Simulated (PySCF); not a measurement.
**Highest orbital energy against ionisation energy along group 15**

Calculated with PySCF 2.14, no spin-orbit coupling. Each cell gives −ε(HOMO) / ΔSCF in eV; NIST values include spin-orbit coupling, (s) semi-empirical, (t) theoretical.

| species | UHF | LDA | PBE | PBE0 | r2SCAN | NIST (lowest levels) |
| --- | --- | --- | --- | --- | --- | --- |
| N²⁺ (ANO-RCC-VTZP, spin-free X2C) | 48.047 / 47.310 | 38.582 / 47.871 | 38.844 / 48.037 | 41.274 / 48.021 | 39.788 / 48.240 | 47.445 (s) |
| P²⁺ (ANO-RCC-VTZP, spin-free X2C) | 29.970 / 29.583 | 24.792 / 30.188 | 24.947 / 30.233 | 26.363 / 30.258 | 25.404 / 30.372 | 30.203 |
| As²⁺ (ANO-RCC-VTZP, spin-free X2C) | 27.807 / 27.482 | 23.215 / 28.241 | 23.189 / 28.071 | 24.519 / 28.106 | 23.656 / 28.304 | 28.349 ± 0.012 |
| Sb²⁺ (ANO-RCC-VTZP, spin-free X2C) | 24.447 / 24.162 | 20.658 / 24.967 | 20.545 / 24.717 | 21.697 / 24.754 | 20.923 / 24.874 | 25.323 |
| Bi²⁺ (ANO-RCC-VTZP, spin-free X2C) | 23.352 / 23.080 | 19.813 / 23.937 | 19.664 / 23.666 | 20.765 / 23.695 | 20.007 / 23.760 | 25.571 |

**Question.** How far is −ε(HOMO) from ΔSCF on average for each method, and why?

**Answer.** UHF 0.40 eV; LDA -5.63 eV; PBE -5.51 eV; PBE0 -4.04 eV; r2SCAN -5.15 eV. Hartree-Fock orbital energies lack relaxation and so exceed the ΔSCF value; semilocal functionals have convex E(N) from self-interaction, so their HOMO lies far too high; exact exchange moves hybrids part of the way back.
